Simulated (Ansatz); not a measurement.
BH2(iPr) (C3H9B). The state is a singlet with charge 0. Geometry PBE0-D4/def2-SVP, basis def2-TZVP, Ansatz.

```
run  HOMO (eV)  LUMO (eV)
  A      -7.24      -1.75
  B      -6.95      -2.06
  C     -10.62       0.68
  D      -8.30      -1.16
  E      -7.39      -1.90
  F      -6.99      -2.18
```

Another isomer (singlet) lies 1.23 eV lower at PBE0-D4/def2-TZVP; other spin states weren't run for this one.

Q: The runs used B97M-V, PBE, PBE0, r2SCAN, revPBE, ωB97M-V. Estimate which is which.

A: A r2SCAN (0 % exact exchange); B revPBE (0 % exact exchange); C ωB97M-V (range-separated); D PBE0 (25 % exact exchange); E B97M-V (0 % exact exchange); F PBE (0 % exact exchange). Exact exchange lowers occupied and raises empty levels; among semilocal functionals meta-GGAs tend to open the gap a little, and such runs are hard to tell apart. The gap grows from 4.80 eV (PBE) to 11.30 eV (ωB97M-V).
